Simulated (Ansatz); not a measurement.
Rb₃H₂. Total charge 0; doublet. Geometry r2SCAN-D4/def2-TZVP, that of the charge +1 singlet; atoms count from 1.

```xyz
5

Rb   -2.511    1.805   -4.079
Rb   -0.048    0.464    0.283
Rb    2.562   -2.410    3.720
H     1.297   -1.021    2.050
H    -1.300    1.161   -1.973
```

In the def2 sets Rb takes a core potential; there is no spin–orbit coupling. The structure comes from a short search, and lower isomers may exist.

Estimate the Mulliken populations from the PBE0/def2-TZVP orbitals of Ansatz.


| atom | charge (e) | spin (α − β) |
| --- | --- | --- |
| Rb1 | 0.27 | 0.48 |
| Rb2 | 0.63 | 0.03 |
| Rb3 | 0.27 | 0.48 |
| H4 | -0.58 | 0.01 |
| H5 | -0.58 | 0.01 |
Mulliken values and Mayer orders depend strongly on the basis.

Where does the spin sit?

Summed by element: Rb 0.98, H 0.02, of 1 unpaired in all. Largest on single atoms: Rb3 0.48, Rb1 0.48, Rb2 0.03.
